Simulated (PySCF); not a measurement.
**Converging SeF in the basis (CCSD(T))**

PySCF, UHF reference; doublet, unpaired electrons π ↑; De to Se + F without counterpoise correction. Frozen cores follow the default of each basis and core potential.

```tsv
basis	relativity	functions	Re (Å)	ωe (cm⁻¹)	De (eV)	frozen orbitals
def2-SVP	no relativity	46	1.770	676	2.76	10
def2-SVPD	no relativity	64	1.784	654	3.06	10
def2-TZVPP	no relativity	79	1.743	696	3.21	10
```

(1) How does each smaller set differ from the one with most functions, def2-TZVPP?

Correlated steps freeze 10 core orbitals. Correlated levels converge slowly with the basis: in double zeta they bind strong bonds too weakly, by up to about 1 eV, and carry superposition errors of some tenths. Spin–orbit coupling is left out. The state is the lowest determinant that a PBE0 search found; another state may lie lower at other levels.

## Answers

(1) def2-SVP: +2.7 pm, -2.9 % in ωe, -0.45 eV in De; def2-SVPD: +4.1 pm, -6.0 % in ωe, -0.15 eV in De. All at CCSD(T); the set with most functions is neither the basis-set limit nor always the best.
